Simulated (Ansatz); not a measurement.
B(Cl)(Me)(OMe) (C₂H₆BClO), SMILES B(C)(OC)Cl. Atoms are numbered in the order given.

```xyz
11

B     -0.0801     0.0951     0.1897
Cl     1.0157     1.5082     0.1215
C     -1.1058     0.0083     1.3784
H     -1.7281    -0.8984     1.3947
H     -1.7775     0.8830     1.3422
H     -0.5706     0.0801     2.3397
O      0.0764    -0.7826    -0.8147
C     -0.6540    -1.9740    -1.0177
H     -1.3180    -1.8526    -1.8885
H      0.0545    -2.7882    -1.2331
H     -1.2622    -2.2531    -0.1433
```

Geometry optimised at B3LYP-D3(BJ)/def2-SVP. This is a generated structure with no PubChem entry under its InChIKey; it may be hypothetical. The values are those of a single conformer.

Two levels are set side by side: PBE-D3(BJ)/def2-SVP (Ansatz, a first-principles code) and B3LYP-D3(BJ)/def2-SVP (Ansatz). Each level has its own optimised geometry; the coordinates shown are those of the second. Differences are taken from unrounded values.

| quantity | B3LYP-D3(BJ) |
|---|---|
| mean bond length (Å) | 1.273 |
| bond B1–Cl2 (Å) | 1.790 |
| bond B1–C3 (Å) | 1.572 |
| bond B1–O7 (Å) | 1.343 |
| bond O7–C8 (Å) | 1.412 |
| bond C3–H4 (Å) | 1.100 |
| bond C3–H5 (Å) | 1.103 |
| bond C3–H6 (Å) | 1.103 |
| bond C8–H9 (Å) | 1.102 |
| bond C8–H10 (Å) | 1.101 |
| bond C8–H11 (Å) | 1.101 |

Problem. What does PBE-D3(BJ) give, and how far is it from B3LYP-D3(BJ)? (Estimate from the structure and the level; the computed values follow.)

Solution. 
| quantity | PBE-D3(BJ) | PBE-D3(BJ) minus B3LYP-D3(BJ) |
|---|---|---|
| mean bond length (Å) | 1.279 | 0.007 |
| bond B1–Cl2 (Å) | 1.790 | 0.000 |
| bond B1–C3 (Å) | 1.575 | 0.003 |
| bond B1–O7 (Å) | 1.354 | 0.011 |
| bond O7–C8 (Å) | 1.416 | 0.004 |
| bond C3–H4 (Å) | 1.107 | 0.008 |
| bond C3–H5 (Å) | 1.110 | 0.007 |
| bond C3–H6 (Å) | 1.110 | 0.008 |
| bond C8–H9 (Å) | 1.109 | 0.008 |
| bond C8–H10 (Å) | 1.109 | 0.009 |
| bond C8–H11 (Å) | 1.110 | 0.009 |

GGA bonds tend to be longer and softer than those of functionals with exact exchange. Differences between two approximate levels are no errors against the true value.
